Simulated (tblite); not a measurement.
Isomers of C6H9N3S. Computed values, GFN2-xTB/tblite, gas phase, harmonic and unscaled. Against measured fundamentals such values can be off by several per cent, at times by over 20. One conformer each.

Electronic energies: GFN2-xTB at the same geometries; isomer energies are rough at this level and their order can be wrong.

```csv
SMILES,"electronic energy, lowest = 0 (kJ/mol)"
CSc1nc(C)nnc1C,0.0
C=CCn1nncc1SC,101.3
CCc1cc(SC)nnn1,89.8
C=Cn1nc(C)c(SC)n1,41.9
```

How do GFN2-xTB zero-point energies change the relative energies?

```csv
SMILES,ZPE (kJ/mol),of it from modes above 1550 cm⁻¹,electronic (kJ/mol),"with ZPE, lowest = 0 (kJ/mol)",lowest mode (cm⁻¹),rings
CSc1nc(C)nnc1C,377.3,163.8,0.0,0.0,9i,1
C=Cn1nc(C)c(SC)n1,379.5,184.7,41.9,44.1,51,1
CCc1cc(SC)nnn1,380.3,163.7,89.8,92.8,26,1
C=CCn1nncc1SC,381.0,175.2,101.3,105.1,36,1
```

The zero-point energies span 3.7 kJ/mol, from `CSc1nc(C)nnc1C` to `C=CCn1nncc1SC`. Slightly imaginary modes are left out of the zero-point energy: `CSc1nc(C)nnc1C` 8.6i cm⁻¹. The order is unchanged.

What do entropy and thermal enthalpy add at 298.15 K and 1 bar (rigid rotor, harmonic oscillator, one conformer each)?

```csv
SMILES,point group,symmetry number,S (J/(mol K)),H − H(0) (kJ/mol),ZPE + H − H(0) − TS (kJ/mol)
C=Cn1nc(C)c(SC)n1,Cs,1,442.8,32.02,279.5
CCc1cc(SC)nnn1,C1,1,441.0,31.14,279.9
C=CCn1nncc1SC,C1,1,439.9,30.76,280.6
```

Not tabulated: `CSc1nc(C)nnc1C` (lowest mode only 9i cm⁻¹).
